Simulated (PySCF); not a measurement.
A structure optimised at PBE0-D3(BJ)/def2-SVP, used in a PySCF frequency run:

```
C
H 1 1.1078
C 1 1.5039 2 106.24
C 3 1.3339 1 127.18 2 -121.22
H 4 1.0930 3 121.04 1 -179.45
H 4 1.0935 5 116.69 3 179.86
H 3 1.0982 4 118.25 5 -0.32
C 1 1.5214 2 107.86 3 -122.61
H 8 1.1004 1 110.63 2 -59.97
H 8 1.1005 9 107.83 1 -122.43
H 8 1.1021 9 107.55 10 -116.09
C 1 1.5305 2 106.92 3 117.47
H 12 1.1010 1 111.05 2 59.66
H 12 1.1011 13 107.82 1 122.51
H 12 1.1019 13 108.01 14 116.06
```

Question: Write its SMILES and formula.

Answer: C=CC(C)C, C5H10

Question: What are its rotational constants (standard atomic weights)?

Answer: 7.3105, 3.9154, 2.8796 GHz
